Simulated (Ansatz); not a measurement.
Born–Oppenheimer molecular dynamics of CH$_{6}$F$_{2}$O$_{2}$Si$_{2}$ (13 atoms, charge 0, multiplicity 1). It starts from a relaxed structure.

All numbers below come from Ansatz, RKS BLYP-D4/STO-3G.

```yaml
ensemble: NVT, Langevin thermostat
time_step: 1 fs
steps_asked: 300
set_temperature: 700 K
friction: 0.02 /fs
temperature_schedule: 75 steps to 700 K, then 225 steps to 10 K
seed: 545588
```

First frame:

```xyz
13
Properties=species:S:1:pos:R:3
Si -0.070 -0.044 0.028
O 0.219 -0.428 1.695
C -1.039 -0.332 2.481
H -1.808 -1.096 2.187
H -0.771 -0.518 3.549
H -1.525 0.678 2.421
F 1.434 0.078 -0.616
O -0.915 1.428 -0.144
Si -2.407 1.391 -1.000
H -3.398 0.511 -0.378
H -2.906 2.758 -0.963
H -2.256 0.984 -2.398
F -0.916 -1.226 -0.759
```

(1) What does the run give?

(2) What happens to the structure?

(3) How do temperature and energy run in time?

Answers

(1) All steps were run.

```json
{
 "steps done": "300",
 "time covered": "300 fs",
 "mean temperature over the second half": "357 K",
 "spread of the potential energy over the second half": "13.4 meV per atom",
 "mean potential energy of the second half above the start": "35.0 meV per atom"
}
```

The schedule's set-point averaged 240 K over the second half and the system 357 K, so it lags behind the ramp. A run of 0.3 ps of so small a system gives no equilibrium averages. Limits of this set-up: minimal basis.

(2) The same pairs are bonded in the first frame and the last. Pairs count as bonded within 1.25 times the sum of covalent radii (0.12 Å more for H–H). Another seed would give other details.

(3) 
```tsv
time (fs)	T (K)	potential energy less start (eV)
0	646	0.000
10	439	0.514
20	467	0.510
30	602	0.678
40	673	0.578
50	484	0.675
60	613	0.490
70	601	0.600
80	613	0.763
90	491	0.677
100	453	1.010
110	352	0.985
120	539	0.696
130	576	0.599
140	543	0.647
150	570	0.630
160	723	0.527
170	578	0.671
180	593	0.614
190	458	0.517
200	500	0.475
210	332	0.403
220	274	0.466
230	315	0.407
240	260	0.447
250	243	0.418
260	310	0.291
270	199	0.340
280	195	0.259
290	171	0.205
300	86	0.290
```

The run took 15 min on 1 thread of Arm Neoverse V2 (shared host), peak memory 0.1 GiB.
